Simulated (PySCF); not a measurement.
## Adding and removing an electron: Sn₂

UHF-MP2; Sn cc-pVDZ-PP with ECP28; scalar-relativistic core potentials (PySCF 2.14). Neutral (UHF): triplet (π ↑↑), Re = 2.783 Å, ωe = 192 cm⁻¹, De = 1.92 eV.

Sn₂⁺ (UHF): quartet (σ ↑, π ↑↑), Re = 2.791 Å, ωe = 180 cm⁻¹, De = 2.40 eV to Sn⁺ + Sn. The energies at the minima are -426.84609 hartree for Sn2 and -426.60164 for Sn₂⁺.

Problem. Work out the adiabatic ionisation energy, without and with harmonic zero-point energies (1 hartree = 27.2114 eV, 1 eV = 8065.5 cm⁻¹), and the change of the bond length.

Solution. At UHF-MP2: 0.24445 hartree = 6.652 eV between the minima; the zero-point term (180.0 − 192.0)/2 cm⁻¹ = -0.001 eV makes it 6.651 eV. Re changes by +0.8 pm against the neutral. The electron leaves a σ orbital, and the small change of length marks it as nearly non-bonding.

Correlated steps freeze 8 core orbitals. Correlated levels converge slowly with the basis: in double zeta they bind strong bonds too weakly, by up to about 1 eV, and carry superposition errors of some tenths. These are scalar-relativistic numbers at best; spin–orbit coupling would shift them, the dissociation energy most. States were picked by a PBE0 search and need not be the measured ground states.
